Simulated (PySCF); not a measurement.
Identify the unknown among the candidates.

All candidates are C6H9O (charge -1).

| technique | computed result |
| --- | --- |
| 13C NMR | chemical shifts (computed TMS as zero) by class: 66.6 (1 C), 28.7 (1 C), 14.1 (2 C), 4.3 (2 C) ppm [GIAO PBE0/pcSseg-1] |
| NMR, other nuclei | isotropic shieldings of nuclei other than C and H, by class: 243 (1 O) ppm [GIAO PBE0/pcSseg-1] |
| Rotational structure | rotational constants A, B, C: 4.518, 2.284, 1.913 GHz [GFN2-xTB] |
| 1H NMR | chemical shifts (computed TMS as zero) by class: 1.18 (1 H), -0.11 (2 H), -0.31 (2 H), -0.41 (2 H), -0.65 (2 H) ppm [GIAO PBE0/pcSseg-1] |

Gas-phase values; electronic properties from PySCF, density fitting. Levels stand in brackets. The structure is a single GFN2-xTB conformer in the gas phase; no vibrational or solvent corrections. The HOMO energy is positive, so at this level the finite basis confines the outermost electrons. No diffuse functions stand in pcSseg-1, which bears on an anion's orbital energies. NMR classes are plain means over equivalent atoms (diastereotopic ones count apart unless rotation or inversion swaps them), as if these changed places fast.

Question: Which candidate is it?
A. `[O-]C1(C2CC2)CC1`
B. `C=C([O-])C1(C)CC1`
C. `C#CCC(C)(C)[O-]`

Answer: A. It is `[O-]C1(C2CC2)CC1`. Numbering: `[O-:1][C:2]1([CH:3]2[CH2:4][CH2:5]2)[CH2:6][CH2:7]1`. 6 carbons fall into 4 classes; from least to most shielded: ring sp3 carbon bound to oxygen [C2] (66.6 ppm), three-membered-ring carbon [C3] (28.7 ppm), three-membered-ring carbon [C6/C7] (14.1 ppm, 2 C, up to 9.6 ppm apart in this geometry), three-membered-ring carbon [C4/C5] (4.3 ppm, 2 C). Hydrogen classes from least to most shielded: 1 H on a three-membered-ring carbon, C3 (1.18 ppm), 2 H on 2 three-membered-ring carbons, C4/C5 (-0.11 ppm), 2 H on 2 three-membered-ring carbons, C6/C7 (-0.31 ppm, a mean of values up to 0.7 ppm apart in this geometry), 2 H on 2 three-membered-ring carbons, C4/C5 (-0.41 ppm, a mean of values up to 1.2 ppm apart in this geometry), 2 H on 2 three-membered-ring carbons, C6/C7 (-0.65 ppm). The other shieldings belong to: 243 ppm, alkoxide oxygen [O1]. The optimised geometry has point group C1 and is an asymmetric top.

The others, at the same levels:
- `C=C([O-])C1(C)CC1` fails: it has 5 carbon classes against 4; its computed 13C shifts are 180.0 (1 C), 51.9 (1 C), 31.6 (1 C), 27.3 (1 C), 15.3 (2 C) ppm, 1H shifts are 2.35 (1 H), 2.21 (1 H), 1.27 (3 H), 0.53 (2 H), -0.44 (2 H) ppm and rotational constant A is 3.820 GHz (against 4.518 GHz).
- `C#CCC(C)(C)[O-]` fails: it has 5 carbon classes against 4; its computed 13C shifts are 103.7 (1 C), 85.9 (1 C), 68.9 (1 C), 45.3 (1 C), 36.1 (2 C) ppm, 1H shifts are 1.69 (2 H), 1.43 (1 H), 1.05 (6 H) ppm and smallest rotational constant is 1.753 GHz (against 1.913 GHz).

Each candidate is one conformer, not necessarily the lowest. The conformers computed, where there is a choice (atom-mapped SMILES and torsion angles):
- `[O-:1][C:2]1([CH:3]2[CH2:4][CH2:5]2)[CH2:6][CH2:7]1`: O1–C2–C3–C4 174°
- `[CH2:1]=[C:2]([O-:3])[C:4]1([CH3:5])[CH2:6][CH2:7]1`: C1–C2–C4–C5 73°
- `[CH:1]#[C:2][CH2:3][C:4]([CH3:5])([CH3:6])[O-:7]`: C2–C3–C4–C5 56°
